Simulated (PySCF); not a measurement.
Ground-state electric properties of a mixed set of molecules.

All values: CAM-B3LYP/def2-SVPD (PySCF) at GFN2-xTB geometries, gas phase, one conformer each. Core orbitals are frozen in the response; Δα² is half the sum of the squared differences of the principal polarisabilities.

Question: Rank by HOMO energy, highest first.
A. `CS[SiH2]P`
B. `Cc1ncc([SiH3])cp1`
C. `CC1=NC(C#N)=CC=C1`

Answer: A (-8.17 eV), B (-8.35 eV), C (-9.10 eV).

Question: Rank by mean static polarisability, lowest first.
A. `CC1=NC(C#N)=CC=C1`
B. `Cc1ncc([SiH3])cp1`
C. `O=C1CCSC1`
D. `CS[SiH2]P`
E. `C1=CC2=C(C=N1)OC=C2`

Answer: C (9.86 Å³), E (12.63 Å³), D (13.15 Å³), A (13.47 Å³), B (17.44 Å³).

Question: Rank by dipole moment, highest first.
A. 6-methylpyridine-2-carbonitrile, `Cc1cccc(C#N)n1`
B. `[CH3:1][S:2][SiH2:3][PH2:4]` with C1–S2–Si3–P4 -174°, S2–Si3–P4–H -168° and -75°
C. `c1cc2ccoc2cn1`
D. `[O:1]=[C:2]1[CH2:3][CH2:4][S:5][CH2:6]1` with O1–C2–C3–C4 159°, C2–C3–C4–S5 37°, C3–C4–S5–C6 -35°, C4–S5–C6–C2 23° (tetrahydrothiophen-3-one)
E. `CC1=PC=C([SiH3])C=N1`
F. benzoxazole (`c1ccc2ocnc2c1`)

Answer: A (5.95 D), C (3.07 D), D (2.02 D), B (1.79 D), F (1.37 D), E (0.89 D).

All values together:

```tsv
SMILES	formula	μ (D)	HOMO (eV)	LUMO (eV)	α (Å³)	Δα (Å³)	electrons	α per electron (Å³)
Cc1ncc([SiH3])cp1	C5H8NPSi	0.89	-8.35	-0.79	17.44	10.42	74	0.236
O=C1CCSC1	C4H6OS	2.02	-8.10	0.19	9.86	2.96	54	0.183
Cc1cccc(C#N)n1	C7H6N2	5.95	-9.10	-0.87	13.47	9.08	62	0.217
c1ccc2ocnc2c1	C7H5NO	1.37	-8.28	0.05	12.60	8.73	62	0.203
CS[SiH2]P	CH7PSSi	1.79	-8.17	0.80	13.15	5.69	58	0.227
c1cc2ccoc2cn1	C7H5NO	3.07	-8.35	-0.13	12.63	8.62	62	0.204
```

Conformers: `[O:1]=[C:2]1[CH2:3][CH2:4][S:5][CH2:6]1` with O1–C2–C3–C4 159°, C2–C3–C4–S5 37°, C3–C4–S5–C6 -35°, C4–S5–C6–C2 23°; `[CH3:1][S:2][SiH2:3][PH2:4]` with C1–S2–Si3–P4 -174°, S2–Si3–P4–H -168° and -75°.

Q: How closely does the mean polarisability follow the number of electrons in this set?

A: The correlation coefficient is 0.95; α per electron runs from 0.183 to 0.236 Å³.
